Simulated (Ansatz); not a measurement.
Program: Ansatz. Geometries: PBE0-D4/def2-TZVP. ΔE: electronic, gas phase. CBS: MP2 limit from def2 TZ/QZ plus the TZ coupled-cluster correction, frozen cores. This one scheme is used for every species. DFT in def2-TZVPP. B3LYP here is the variant with VWN-RPA as its local correlation; programs differ in this. One conformer a species, not always the lowest.

Reaction (cleavage of the Si–B bond): `NB[SiH2]Cl` + `CO[SiH2]S` → `CO[SiH2]S[SiH2]Cl` + `BN`

`NB[SiH2]Cl`:

Cartesian coordinates in Å:
```
N 0.946 -0.277 1.338
B 0.217 0.582 0.535
Si -0.821 -0.133 -1.036
Cl -0.114 0.755 -2.771
H 1.485 0.036 2.130
H 1.002 -1.271 1.188
H 0.227 1.751 0.797
H -2.277 0.162 -0.965
H -0.665 -1.605 -1.216
```

`CO[SiH2]S`:

```xyz
10

C     1.412    0.451   -0.786
O     0.678   -0.118    0.275
Si   -0.940    0.089    0.441
S    -1.673   -1.173    1.977
H     2.417    0.028   -0.769
H     0.957    0.228   -1.758
H     1.490    1.539   -0.678
H    -1.592   -0.206   -0.863
H    -1.280    1.467    0.878
H    -1.469   -2.306    1.283
```

`CO[SiH2]S[SiH2]Cl`:

Z-matrix (Å, degrees):
```
C
O 1 1.411
H 1 1.092 2 108.8
H 1 1.093 2 109.8 3 119.0
H 1 1.095 2 111.9 3 -120.4
Si 2 1.630 1 126.8 3 129.6
S 6 2.148 2 112.6 1 108.0
H 6 1.484 2 109.1 1 -14.4
H 6 1.479 2 109.7 1 -137.3
Si 7 2.115 6 99.6 2 -45.0
Cl 10 2.060 7 112.2 6 -55.3
H 10 1.478 7 106.8 6 -173.9
H 10 1.478 7 112.0 6 63.9
```

`BN`:

```xyz
6

B     0.554   -0.253   -0.308
N    -0.570    0.260    0.316
H     1.635    0.134    0.032
H     0.417   -1.071   -1.171
H    -1.507   -0.020    0.081
H    -0.528    0.949    1.048
```

```tsv
level	ΔE (kJ/mol)	difference from CCSD(T)/CBS
PBE-D4	-80.9	6.5
r2SCAN-D4	-86.5	0.9
PBE0-D4	-84.2	3.2
B3LYP-D4	-88.3	-0.9
ωB97X-V	-84.3	3.1
ωB97M-V	-89.6	-2.2
B2PLYP	-82.0	5.4
r2SCAN	-83.9	3.5
PBE0	-75.5	11.9
B3LYP	-73.0	14.4
MP2/def2-TZVPP	-95.9	-8.5
SCS-MP2/def2-TZVPP	-90.0	-2.6
HF/def2-QZVPP	-79.5	7.9
MP2/def2-QZVPP	-98.1	-10.7
HF/CBS(def2)	-79.5	7.9
MP2/CBS(def2)	-99.8	-12.4
CCSD(T)/CBS	-87.4	0
```

Largest T1 diagnostic among the species: 0.012.

The D4 term adds −15.3 kJ/mol with B3LYP and −8.7 kJ/mol with PBE0; it sums over pairs of atoms, weighted by their polarisabilities, and B3LYP, whose exchange is more repulsive, gets the larger term. From PBE to PBE0 (25 % exact exchange), in def2-TZVPP and without D4, ΔE moves by −4.1 kJ/mol.
